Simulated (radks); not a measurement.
All-electron atom: Nb VI in [Kr].

Method: scalar-relativistic Kohn-Sham, PBE, spin-polarised, spherical densities, finite nucleus; Fermi nuclear charge, rms radius 4.324 fm; computed with a radial shooting solver on a logarithmic mesh with Libxc functionals.

Energy parts (Ry):
part                        energy
total                  -7629.38137
kinetic                 7855.87103
electron-nucleus      -18211.22361
Hartree                 2959.48545
exchange-correlation    -233.51424

Orbitals (lengths in bohr, moments of r in powers of bohr; r(max) is where P^2 peaks):
| orbital | occ. | eigenvalue (Ry) | <r> | <r^4> | r(max) |
|---|---|---|---|---|---|
| 1s | 2 | -1387.087 | 0.03610 | 7.988e-06 | 0.02349 |
| 2s | 2 | -198.1379 | 0.1580 | 0.001493 | 0.1332 |
| 2p | 6 | -177.4298 | 0.1377 | 0.001071 | 0.1065 |
| 3s | 2 | -36.97490 | 0.4429 | 0.07846 | 0.3954 |
| 3p | 6 | -30.20506 | 0.4454 | 0.08735 | 0.3892 |
| 3d | 10 | -19.14722 | 0.4321 | 0.09889 | 0.3342 |
| 4s | 2 | -8.75595 | 1.123 | 2.981 | 1.020 |
| 4p | 6 | -6.90933 | 1.228 | 4.428 | 1.098 |

The highest occupied level is 4p at -94.006 eV. Summed over all electrons, <r^2> = 17.40 bohr^2, which gives a Langevin (diamagnetic) susceptibility term of -13.8 x 10^-6 cm^3/mol.
